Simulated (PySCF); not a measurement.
Excitation energy of Ga(2+) by level of theory

Ga(2+) [Ar] 3d10 4s1 (2S) → Ga(2+) [Ar] 3d9 4s2 (2D), as a difference of total energies. All numbers are calculated (PySCF 2.14, the spin-free X2C one-electron Hamiltonian (Gaussian nucleus), in Sapporo-DKH3-DZP-2012 (6s5p3d1f, 43 functions)). Correlated levels: valence and next inner shell: [Ne] frozen. The calculations carry no spin-orbit coupling.

| method | excitation energy (eV) |
| --- | --- |
| UHF | 15.823 |
| LDA | 16.436 |
| PBE | 16.173 |
| PBE0 | 16.244 |
| r2SCAN | 16.366 |
| wB97X-V | 16.228 |
| TPSSh | 16.235 |
| PBEsol | 16.379 |
| revPBE | 16.254 |
| MP2 (valence and next inner shell) | 17.255 |
| SCS-MP2 (valence and next inner shell) | 16.901 |

**Question.** How much does correlation contribute at MP2 (valence and next inner shell)?

**Answer.** 17.255 − (15.823) = 1.432 eV, measured against UHF.

A first-order spin-orbit estimate (lowest level to lowest level, LS coupling) adds -0.178 eV.
